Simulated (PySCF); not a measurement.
C4H7O, SMILES C[CH]C(C)=O, multiplicity 2. Atoms are numbered in the order given.

```xyz
12

C     -2.0128     0.3707    -0.0418
C     -0.6581     0.4383     0.5611
C      0.4968    -0.1490    -0.0932
C      1.8441    -0.0286     0.6005
O      0.3850    -0.7276    -1.1803
H     -1.9701    -0.1677    -0.9985
H     -2.4236     1.3832    -0.2102
H     -2.7233    -0.1400     0.6339
H     -0.5211     0.9437     1.5243
H      1.8114    -0.4932     1.5997
H      2.6106    -0.5242    -0.0086
H      2.1158     1.0305     0.7417
```
Charge 0, spin multiplicity 2.

Geometry optimised at TPSSh-D3(BJ)/def2-SVP. The isomer is the one that the SMILES or the coordinates give; other isomers of the formula were not compared. The values are those of a single conformer.

All values below come from B3LYP/pcH-1 (PySCF).

Unrestricted Kohn–Sham, ⟨S²⟩ = 0.762. Hyperfine tensors hold the contact and dipolar terms, without spin-orbit corrections.

Computed hyperfine couplings:
```tsv
nucleus	A(iso) (MHz)	A(iso) (G)	dipolar principal values (MHz)
13C no. 1	-27.2	-9.7	-2.5, 0.6, 2.0
13C no. 2	71.1	25.4	-65.8, -64.7, 130.4
13C no. 3	-37.9	-13.5	-11.1, 2.8, 8.3
13C no. 4	-2.7	-1.0	-1.1, 0.3, 0.7
17O no. 5	-18.8	-6.7	-87.1, 43.3, 43.8
1H no. 6	2.1	0.8	-4.1, -2.4, 6.5
1H no. 7	99.4	35.5	-4.7, -3.0, 7.7
1H no. 8	99.1	35.4	-4.7, -3.0, 7.7
1H no. 9	-51.7	-18.5	-30.2, -2.0, 32.2
1H no. 10	1.2	0.4	-2.8, -1.8, 4.6
1H no. 11	-1.8	-0.6	-2.0, -1.1, 3.0
1H no. 12	1.2	0.4	-2.8, -1.8, 4.6
```
